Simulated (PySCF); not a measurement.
Species: C3H12NSi2 (doublet state).
Structure used (GFN2-xTB), in Å, numbered top down from 1:
```xyz
18
C3H12NSi2 angstrom
C      1.3859   -0.8269   -1.9646
C      0.2121   -1.0220   -1.0764
Si    -0.1234   -0.0218    0.4404
C     -1.1703   -1.0613    1.6455
N      1.2709    0.4662    1.3547
Si    -1.2094    1.9821   -0.0730
H      1.8035   -1.7904   -2.2672
H      1.1048   -0.3080   -2.8870
H      2.1650   -0.2485   -1.4726
H     -0.5710   -1.6311   -1.5100
H     -0.6561   -1.9666    1.9517
H     -1.4083   -0.4954    2.5401
H     -2.1048   -1.3571    1.1805
H      1.8941    1.1521    0.9608
H      1.8107   -0.2452    1.8228
H     -1.5663    2.8036    1.0877
H     -2.4590    1.7424   -0.8030
H     -0.3872    2.8344   -0.9419
```

The hyperfine couplings belong to this conformer and change with its torsions.

The species is `C[CH][Si@@](C)(N)[SiH3]` [radical].

Method: UKS B3LYP, pcH-1 on C H N Si, non-relativistic, mean-field spin-orbit, GIAO in PySCF 2.14.0. Isolated species at its GFN2-xTB geometry (one conformer only). A GFN2-xTB geometry isn't a minimum of the functional, and hyperfine couplings can be far from their values at a DFT geometry. No stability test was run, so a lower SCF solution isn't excluded.

Problem. Where do the isotropic ENDOR lines of N5, H7/H8/H9, H10 and H16/H17/H18 fall at 1207.8 mT, to first order?

Solution. For S = 1/2 in fast tumbling each set of equivalent nuclei gives two lines, ν± = |νn ± a/2| to first order, with νn = g_N μN B/h and μN/h = 7.62259 MHz/T.

```tsv
nuclei	isotope	g_N	νn (MHz)	a_iso (MHz)	lower line (MHz)	upper line (MHz)
N5	14N	0.4038	3.72	2.71	2.36	5.07
H7/H8/H9	1H	5.5857	51.43	75.43	13.71	89.14
H10	1H	5.5857	51.43	-52.56	25.15	77.70
H16/H17/H18	1H	5.5857	51.43	6.48	48.19	54.66
```

Problem. Which pairs are centred on the nuclear Larmor frequency, and which on half the coupling?

Solution. Centred on νn, since |a| < 2νn: N5, H7/H8/H9, H10 and H16/H17/H18. No pair has |a| > 2νn.

Nuclei that the bonding pattern makes equivalent are averaged, as if the motion that swaps them (rotation, inversion, ring flip) were fast. The three 1H nuclei of mean +75.4 MHz run from 4.4 to 132.7 MHz in the frozen geometry. The three 1H nuclei of mean +6.5 MHz run from -3.1 to 24.5 MHz in the frozen geometry.
